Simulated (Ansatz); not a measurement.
Two shapes of singlet BF4(-).

Shape 1:

```xyz
5

B    -0.0204    0.0083   -0.0449
F     0.8525    0.7906    0.7921
F     0.8563   -0.7921   -0.8034
F    -0.7952    0.8187   -0.7633
F    -0.8248   -0.7985    0.7639
```

Shape 2:

```xyz
5

B     0.0000    0.0000    0.0000
F     0.8751    0.8751    0.8751
F     0.8751   -0.8751   -0.8751
F    -0.8751    0.8751   -0.8751
F    -0.8751   -0.8751    0.8751
```

Basis set: cc-pVTZ (spherical functions). Left uncorrelated: 5 orbitals. Charge -1, multiplicity 1.

Computed with Ansatz (development build ahead of 0.2.0); each method stands on the lowest determinant of its kind that the runs found.

Q: Which shape is lower in energy, and by how much in each method?

A:

```
 method  E(2) − E(1) (eV)
    RHF             1.082
RHF-MP2             0.667
```

Shape 1 is lower. Caution: no diffuse functions for an anion; no unrestricted run beside it, a lower state can exist.
